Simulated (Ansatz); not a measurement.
Stepwise reaction of `[OH][Ti]([OH])([OH])[SH]` with hydrogen sulfide, as a gas-phase model of exchange steps in deposition or etching. ΔE in kJ/mol.

Program: Ansatz. Geometries: PBE0-D4/def2-TZVP. ΔE: electronic, gas phase. CCSD(T)/CBS is the MP2 limit (def2-TZVPP, def2-QZVPP) plus CCSD(T) − MP2 in def2-TZVPP, frozen cores. This one scheme is used for every species. DFT in def2-TZVPP. B3LYP here is the variant with VWN-RPA as its local correlation; programs differ in this. For Ti outer-core shells are correlated without core-valence functions, which leaves a few kJ/mol of doubt a bond. Scalar relativity is left out up to krypton. One conformer a species, not always the lowest.

```tsv
step	reaction	PBE-D4	B3LYP-D4	ωB97M-V	CCSD(T)/CBS
1	`[OH][Ti]([OH])([OH])[SH]` + H₂S → `[OH][Ti]([OH])([SH])[SH]` + H₂O	20.2	26.6	30.0	19.5
2	`[OH][Ti]([OH])([SH])[SH]` + H₂S → `[OH][Ti]([SH])([SH])[SH]` + H₂O	23.8	31.0	35.4	22.9
```

(1) Give the row of step 3, `[OH][Ti]([SH])([SH])[SH]` + H₂S → `[SH][Ti]([SH])([SH])[SH]` + H₂O. (Best estimate.)

(2) By hand: ΔE of the 3 steps together at CCSD(T)/CBS.

## Answers

(1) Ansatz gave: 
| step | reaction | PBE-D4 | B3LYP-D4 | ωB97M-V | CCSD(T)/CBS |
| --- | --- | --- | --- | --- | --- |
| 3 | `[OH][Ti]([SH])([SH])[SH]` + H₂S → `[SH][Ti]([SH])([SH])[SH]` + H₂O | 31.3 | 38.8 | 44.1 | 29.4 |

(2) (19.5) + (22.9) + (29.4) = 71.8 kJ/mol, or 23.9 kJ/mol a step.

In ΔE each step is higher than the one before. All are uphill at CCSD(T)/CBS. PBE-D4 differs from CCSD(T)/CBS by 0.7 to 1.9 kJ/mol a step. Isolated molecules leave out the surface, adducts and barriers. Largest T1 diagnostic: 0.029.
